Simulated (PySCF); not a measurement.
How methods differ on the ionisation energy of Pd

Pd [Kr] 4d10 (1S) → Pd⁺ [Kr] 4d9 (2D), as a difference of total energies. All numbers are calculated (PySCF 2.14, scalar relativity by spin-free X2C-1e, in aug-cc-pVTZ-DK). Correlated levels: valence: [Kr] frozen. The calculations carry no spin-orbit coupling.

```
           method  ionisation energy (eV)  error (eV)
              UHF                   6.256      -2.256
              LDA                   9.329      +0.817
              PBE                   8.872      +0.360
             PBE0                   8.453      -0.059
           r2SCAN                   8.501      -0.011
          r2SCANh                   8.393      -0.119
             PW91                   8.948      +0.436
             MN15                   8.557      +0.045
    MP2 (valence)                   8.721      +0.209
SCS-MP2 (valence)                   8.475      -0.037
```

Reference: 8.512 eV (measured; NIST levels, between the centres of gravity of the two terms).

Errors of the correlated levels include the incompleteness of this basis and the frozen core.
